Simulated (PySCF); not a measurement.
Oscillator strengths, rates and cross-sections

Compound: (KH)3 ring, K₃H₃.
Hydrogens: H2, H6 on K1; H2, H4 on K3; H4, H6 on K5.

Method: TDDFT CAM-B3LYP/def2-SVPD, vertical, gas phase, core orbitals frozen in the response (PySCF). Geometry: PBE0-D3(BJ)/def2-SVP; no solvent, vibrations or thermal averaging.

Computed singlets with f of 0.002 or more:

```tsv
state	E (eV)	f
S2	4.02	0.115
S3	4.03	0.134
S6	4.23	0.175
S7	4.23	0.157
S9	4.67	0.454
```

Turn these into Einstein A coefficients, radiative lifetimes, transition dipoles and integrated cross-sections.

Relations used (vacuum, state to state): A = 0.6670 f ν̃² s⁻¹ (ν̃ in cm⁻¹); τ = 1/A; f = (2/3) ΔE |μ|² in atomic units; ∫σ dE = 109.76 f Mb·eV.

```tsv
state	A (s⁻¹)	τ	|μ| (D)	∫σ dE (Mb·eV)
S2	8.0×10⁷	12 ns	2.75	13
S3	9.5×10⁷	11 ns	2.97	15
S6	1.4×10⁸	7.4 ns	3.30	19
S7	1.2×10⁸	8.2 ns	3.13	17
S9	4.3×10⁸	2.3 ns	5.07	50
```

Leading configurations: S2 H-1/H→L+1 (≥42%); S3 H-1/H→L (≥36%); S6 H-1/H→L+2 (≥70%); S7 H-1/H→L+2 (≥70%); S9 H-2→L+3 (67%) (H = HOMO, L = LUMO).

States that coincide in energy are taken one by one. Only emission to the ground state at the vertical energy is counted.

How much energy does a mole of photons resonant with S9 carry?

4.665 eV × 96.485 = 450 kJ/mol (108 kcal/mol).

What is the integrated cross-section of all computed states together?

Σf = 1.036 over S1 to S9, so 109.76 × Σf ≈ 114 Mb·eV.

By what factor does the largest A in the list exceed the smallest?

S9 has 5.3 times the rate of S2.
